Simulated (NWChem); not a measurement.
# SiH$_{3}$O cation; SMILES [OH+]=[SiH2]

```xyz
5

O     -0.1516    -1.0894     0.0000
Si    -0.0505     0.4951     0.0000
H      0.5695    -1.7460     0.0000
H      1.2551     1.1754     0.0000
H     -1.3552     1.1623     0.0000
```
Atoms are numbered in this order, from 1.

Computed with NWChem. Geometry optimised at B3LYP/6-31G*; all other runs use it. Pople sets run with spherical d functions. Vzz has the sign of the potential's second derivative.

| quantity | level | value |
|---|---|---|
| solvation free energy (kcal/mol) in chlorobenzene | B3LYP/def2-SVP, SMD | -54.6 |
| isotropic polarisability (bohr³), static | B3LYP/Sadlej pVTZ | 24.1 |
| charge (e), Mulliken O1 | B3LYP/def2-SVP | -0.25 |
| Vzz O1 (a.u.) | B3LYP/cc-pVTZ | 1.154 |
| first 1s excitation (eV), O K edge, unshifted | BHandHLYP/def2-TZVP, TDA | 530.5 |
| vertical, lowest excitation, singlet (eV) | BHandHLYP/6-31+G*, full TDDFT | 6.46 |
| highest harmonic frequency (cm⁻¹) | B3LYP/6-31G* | 3725 |
